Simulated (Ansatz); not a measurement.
Ga₃Cl₃O₃⁺, that is (ClGaO)3 ring with one electron fewer. The state is a doublet with charge 1. Geometry PBE-D4/def2-SVP, that of the neutral singlet; atoms count from 1.

| atom | x (Å) | y (Å) | z (Å) |
| --- | --- | --- | --- |
| Ga1 | -1.7336 | 0.4956 | 0.0725 |
| Cl2 | -3.7790 | 1.0935 | 0.1399 |
| O3 | -1.2511 | -0.9749 | -0.8512 |
| Ga4 | 0.4798 | -1.4712 | -0.9283 |
| Cl5 | 1.0493 | -3.1970 | -2.0432 |
| O6 | 1.7280 | -0.5008 | -0.0629 |
| Ga7 | 1.2524 | 0.9691 | 0.8652 |
| Cl8 | 2.7343 | 2.1246 | 1.8725 |
| O9 | -0.4801 | 1.4610 | 0.9356 |

**Question.** Estimate the Mulliken populations from the PBE0/def2-TZVP orbitals of Ansatz.

**Answer.** 
| atom | charge (e) | spin (α − β) |
| --- | --- | --- |
| Ga1 | 0.72 | -0.03 |
| Cl2 | 0.00 | 0.29 |
| O3 | -0.37 | 0.11 |
| Ga4 | 0.71 | -0.02 |
| Cl5 | -0.01 | 0.28 |
| O6 | -0.39 | 0.00 |
| Ga7 | 0.71 | -0.02 |
| Cl8 | -0.01 | 0.28 |
| O9 | -0.37 | 0.11 |
Mulliken values depend strongly on the basis.

**Question.** Where does the spin sit?

**Answer.** Summed by element: Ga -0.07, Cl 0.84, O 0.23, of 1 unpaired in all. Largest on single atoms: Cl2 0.29, Cl8 0.28, Cl5 0.28.

**Question.** And the Mayer bond orders between heavy atoms (over 0.3)?

**Answer.** Ga1–Cl2 1.08 (2.13 Å); Ga1–O3 1.07 (1.80 Å); Ga1–O9 1.07 (1.80 Å); O3–Ga4 1.06 (1.80 Å); Ga4–Cl5 1.07 (2.13 Å); Ga4–O6 1.11 (1.80 Å); O6–Ga7 1.11 (1.80 Å); Ga7–Cl8 1.07 (2.13 Å); Ga7–O9 1.06 (1.80 Å).
